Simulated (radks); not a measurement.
Fe+, 25 electrons, occupied as [Ar] 3d6 4s1.

Method: non-relativistic Kohn-Sham, TPSS, spin-unpolarised, spherical densities, point nucleus; meta-GGA in the generalised Kohn-Sham scheme; computed with a radial shooting solver on a logarithmic mesh with Libxc functionals.

Energy parts (hartree):
total: -1263.23826
kinetic: 1262.25540
electron-nucleus: -2997.84241
Hartree: 527.53491
exchange-correlation: -55.18615

Orbitals (lengths in bohr, moments of r in powers of bohr; r(max) is where P^2 peaks; r(90%) holds 90 % of the orbital's charge):
orbital  occ.  eigenvalue (hartree)   r(max)  r(90%)
1s          2             -255.6316  0.03895   0.105
2s          2             -30.04695   0.2249   0.417
2p          6             -25.92120   0.1808   0.387
3s          2              -3.72883   0.7073    1.23
3p          6              -2.52108   0.7157    1.33
3d          6              -0.59009   0.7075    1.93
4s          1              -0.43777    2.311    4.12
4p          0              -0.25993    2.871    5.34

The highest occupied level is 4s at -11.912 eV. For comparison, the ionisation energy in NIST's Atomic Spectra Database is 16.199 eV (measured). In exact Kohn-Sham theory the highest level is minus the ionisation energy, but local and semilocal functionals leave it too shallow, through self-interaction and a potential that decays too fast; potentials with the right tail come closer.

Beside tabulated values, note that spin-unpolarised runs miss the spin-polarisation part of the exchange energy of open shells.
